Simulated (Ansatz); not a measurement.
C2H10AlNSi (`CC[N]([AlH2])[SiH3]`), relaxed with RKS PBE0-D4/def2-TZVP in Ansatz 0.2.0 from a PBE-D4/def2-SVP geometry. The force threshold is 0.005 eV/Å; the program also tests the step.

Total charge 0; spin multiplicity 1.

Start:

```xyz
15

C     1.635   -0.860   -0.594
C     1.010    0.061    0.455
N    -0.457    0.190    0.337
Al   -1.550   -0.717    1.463
Si   -1.066    1.268   -0.923
H     2.736   -0.917   -0.463
H     1.436   -0.503   -1.625
H     1.225   -1.888   -0.509
H     1.260   -0.324    1.469
H     1.484    1.070    0.392
H    -3.127   -0.581    1.272
H    -0.828   -1.588    2.592
H    -0.717    0.814   -2.319
H    -2.562    1.327   -0.792
H    -0.477    2.648   -0.756
```

How much energy does the relaxation release, and in how many steps? (Best estimate.)

Computed: 0.07 eV, in 7 steps.

Which bonds change most? (An estimate is asked.)

The calculation gave: N3–Si5 from 1.766 to 1.729 Å; N3–Al4 from 1.812 to 1.785 Å; Si5–H13 from 1.510 to 1.491 Å; Si5–H15 from 1.510 to 1.492 Å.

Give the relaxed structure. (Estimate.)

Computed: 
```xyz
15

C     1.619   -0.846   -0.591
C     0.995    0.062    0.454
N    -0.462    0.184    0.322
Al   -1.532   -0.703    1.442
Si   -1.048    1.246   -0.911
H     2.703   -0.898   -0.458
H     1.420   -0.485   -1.603
H     1.216   -1.858   -0.511
H     1.234   -0.325    1.451
H     1.456    1.057    0.398
H    -3.099   -0.584    1.270
H    -0.813   -1.566    2.560
H    -0.721    0.785   -2.291
H    -2.525    1.331   -0.778
H    -0.444    2.600   -0.754
```
